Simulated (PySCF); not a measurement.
ORD: `[SiH3][C@@H]1CC[C@H]1Br`, C4H9BrSi

Cartesian coordinates in Å; atom numbers follow the order of the lines, from 1:
```xyz
15

Si    2.095    0.178    0.214
C     0.216    0.443    0.335
C    -0.676   -0.692    0.884
C    -1.659   -0.460   -0.274
C    -0.581    0.365   -0.971
Br   -1.138    2.069   -1.758
H     2.631    0.070    1.568
H     2.676    1.306   -0.510
H     2.313   -1.067   -0.527
H    -0.010    1.375    0.858
H    -0.196   -1.667    0.834
H    -1.076   -0.544    1.885
H    -2.517    0.140    0.024
H    -2.011   -1.340   -0.810
H    -0.071   -0.169   -1.772
```

Level of theory: PySCF, TDDFT PBE0/def2-SVPD circular dichroism and optical rotation, one conformer, gas phase. Geometry: GFN2-xTB.

The calculation is non-relativistic, which matters for the atoms heavier than Zn.

Stereocentres: C2 R, C5 R.

**Question.** What is the specific rotation at 633, 589.3, 546, 436, 405, 365, 355 nm?

**Answer.** [α] in deg dm⁻¹ (g/mL)⁻¹:
| λ (nm) | origin-invariant length gauge | modified velocity gauge | length gauge (centre of mass) | isotropic polarisability (au) |
| --- | --- | --- | --- | --- |
| 633 | -129.5 | -140.2 | -127.5 | 97.4 |
| 589.3 | -152.0 | -164.5 | -149.6 | 97.8 |
| 546 | -180.9 | -195.7 | -178.1 | 98.3 |
| 436 | -309.8 | -334.7 | -305.0 | 100.4 |
| 405 | -373.5 | -403.3 | -367.9 | 101.4 |
| 365 | -492.6 | -531.2 | -485.2 | 103.0 |
| 355 | -532.0 | -573.5 | -524.0 | 103.6 |

**Question.** And for the mirror image at 589.3 nm?

**Answer.** +152.0 deg dm⁻¹ (g/mL)⁻¹ (origin-invariant length gauge): the same size and the opposite sign.

**Question.** What is the molar rotation [Φ] = [α]·M/100 of the geometry above at 589.3 nm?

**Answer.** With M = 165.10 g/mol, -251.0 deg cm² dmol⁻¹ (origin-invariant length gauge).

The first excitation lies at 5.99 eV (207 nm) with R = -0.3 × 10⁻⁴⁰ esu² cm² (velocity form).
